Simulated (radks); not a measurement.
Problem. Successive ionisation energies (eV) of one element, from differences of total energies of ions in their ground configurations, starting at charge 22: 674.25, 765.40, 802.21, 1405.5, 1481.8, 1559.3, 1637.7, 1716.8, 1829.0, 1913.4, 1998.8, 2085.0, 2172.0, 2459.2, 2535.6, 2610.6, 2719.3, 2798.4, 2875.9, 3100.0, 3187.4, 7454.3. Method: scalar-relativistic Kohn-Sham, r2SCAN, spin-polarised, spherical densities, finite nucleus; open shells are filled with parallel spins first (spin-orbit coupling, left out, can overturn this in heavy ions); meta-GGA in the generalised Kohn-Sham scheme; Fermi nuclear charge, rms radius 4.75 fm; computed with a radial shooting solver on a logarithmic mesh with Libxc functionals. Which element is it?

Solution. Iodine (Z = 53). The first species listed is I22+ in [Ar] 3d10 4s2 4p1, the last I43+ in [Ne].
